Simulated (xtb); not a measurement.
ClSr (SMILES [Cl][Sr+]), charge +1, singlet, geometry from GFN2-xTB (such geometries of metal compounds can be far from the true shape); GFN0-xTB run with xtb 6.7.1.

The xtb input:
```
$ xtb mol.xyz --gfn 0 --chrg 1 --hess --json

# file mol.xyz
2

Sr    -0.00000000    -0.00000000    -0.76811428
Cl     0.00000000     0.00000000     1.71696133
```

Task: What does xtb print? Leave out banner, timings and long lists.

Result: 
```
   ID    Z sym.   atoms
    1   38 Sr     1
    2   17 Cl     2

           -------------------------------------------------
          |                Calculation Setup                |
           -------------------------------------------------

           -------------------------------------------------
          |                 G F N 0 - x T B                 |
           -------------------------------------------------

          ...................................................
          :                      SETUP                      :
          :.................................................:
          :  # basis functions                  20          :
          :  # atomic orbitals                  18          :
          :  # shells                            6          :
          :  # electrons                         8          :
          :  electronic temp.          300.0000000     K    :
          :  accuracy                    1.0000000          :
          :  -> integral cutoff          0.2500000E+02      :
          :  -> integral neglect         0.1000000E-07      :
          ...................................................

         :::::::::::::::::::::::::::::::::::::::::::::::::::::
         ::                     SUMMARY                     ::
         :::::::::::::::::::::::::::::::::::::::::::::::::::::
         :: total energy              -3.239777913963 Eh    ::
         :: gradient norm              0.021031111317 Eh/a0 ::
         :: HOMO-LUMO gap              7.027261544751 eV    ::
         ::.................................................::
         :: H0 energy                 -4.686144069640 Eh    ::
         :: repulsion energy           0.001451016636 Eh    ::
         :: electrostat energy         1.445136585820 Eh    ::
         :: -> Gsolv                   0.000000000000 Eh    ::
         ::    -> Gsasa                0.000000000000 Eh    ::
         ::    -> Gshift               0.000000000000 Eh    ::
         :: dispersion energy         -0.000221446780 Eh    ::
         :: short-range corr.          0.000000000000 Eh    ::
         :: add. restraining           0.000000000000 Eh    ::
         :: total charge               1.000000000000 e     ::
         :::::::::::::::::::::::::::::::::::::::::::::::::::::

           -------------------------------------------------
          |                Numerical Hessian                |
           -------------------------------------------------
[...]

    mode    ω/cm⁻¹     T·S(HO)/kcal·mol⁻¹    T·S(FR)/kcal·mol⁻¹   T·S(vib)
   ------------------------------------------------------------------------
       1    168.50    -0.73111 ( 99.23%)    -0.69636 (  0.77%)    -0.73084
   ------------------------------------------------------------------------

   temp. (K)  partition function   enthalpy   heat capacity  entropy
                                   cal/mol     cal/K/mol   cal/K/mol   J/K/mol
 298.15  VIB   1.80                  383.905      1.874      2.451
         ROT  0.192E+04              592.502      1.987     17.007
         INT  0.344E+04              976.407      3.862     19.458
         TR   0.132E+28             1481.254      4.968     40.318
         TOT                        2457.6605     8.8299    59.7768   250.1062

       T/K    H(0)-H(T)+PV         H(T)/Eh          T*S/Eh         G(T)/Eh
   ------------------------------------------------------------------------
    298.15    0.391653E-02    0.430040E-02    0.284019E-01   -0.241015E-01
   ------------------------------------------------------------------------

         :::::::::::::::::::::::::::::::::::::::::::::::::::::
         ::                  THERMODYNAMIC                  ::
         :::::::::::::::::::::::::::::::::::::::::::::::::::::
         :: total free energy          -3.263879414918 Eh   ::
         ::.................................................::
         :: total energy               -3.239777913963 Eh   ::
         :: zero point energy           0.000383867558 Eh   ::
         :: G(RRHO) w/o ZPVE           -0.024485368513 Eh   ::
         :: G(RRHO) contrib.           -0.024101500955 Eh   ::
         :::::::::::::::::::::::::::::::::::::::::::::::::::::

           -------------------------------------------------
          | TOTAL ENERGY               -3.239777913963 Eh   |
          | TOTAL ENTHALPY             -3.235477515141 Eh   |
          | TOTAL FREE ENERGY          -3.263879414918 Eh   |
          | GRADIENT NORM               0.021031111317 Eh/α |
          | HOMO-LUMO GAP               7.027261544751 eV   |
           -------------------------------------------------
########################################################################
[WARNING] Runtime exception occurred
-1- hessian_numhess: Hessian on incompletely optimized geometry!
########################################################################

normal termination of xtb
```
